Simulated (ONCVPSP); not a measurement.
## Configuration tests for Sb (ONCV)

- Element: antimony
- Generator: ONCVPSP 4.0.1
- Type: optimised norm-conserving Vanderbilt (ONCV)
- Functional: PBEsol
- Relativity: fully relativistic
- Frozen core: [Ar] 3d10
- Valence charge: 23
- Reference configuration: 4s2 4p6 4d10 5s2 5p3
- Partial waves: 4s+5s: rc 1.50 bohr, ncon 4, nbas 8, qcut 9.8 1/bohr, 3 projectors, debl 3.1 Ha; 4p+5p: rc 1.25 bohr, ncon 5, nbas 8, qcut 11 1/bohr, 2 projectors; 4d: rc 0.95 bohr, ncon 5, nbas 8, qcut 10.2 1/bohr, 2 projectors, debl 2.6 Ha
- Local potential: polynomial inside 0.65 bohr (lpopt 5, dvloc0 1 Ha)
- Core correction: none

Open shells are filled in proportion to 2j + 1.

Energies are relative to the spin-unpolarised reference configuration 4s2 4p6 4d10 5s2 5p3; without spin polarisation the order of configurations can differ from experiment.

```
valence configuration  charge  ΔE all-electron (eV)  error AE − PS (meV)
 4s2 4p6 4d10 5s2 5p2      +1                 8.361                 +0.6
 4s2 4p6 4d10 5s2 5p1      +2                24.394                 +1.5
 4s2 4p5 4d10 5s2 5p3      +1               110.013                 -1.1
```

Question: What are ΔE and the potential's error for 4s2 4p6 4d10 5s2 5p0?

Answer: ΔE = 48.866 eV all-electron; the error (AE − PS) is +3.0 meV.

Note: no bound ghost flagged; GHOST(+) flagged for s at 130.5 eV, p3/2 at 437.9 eV.
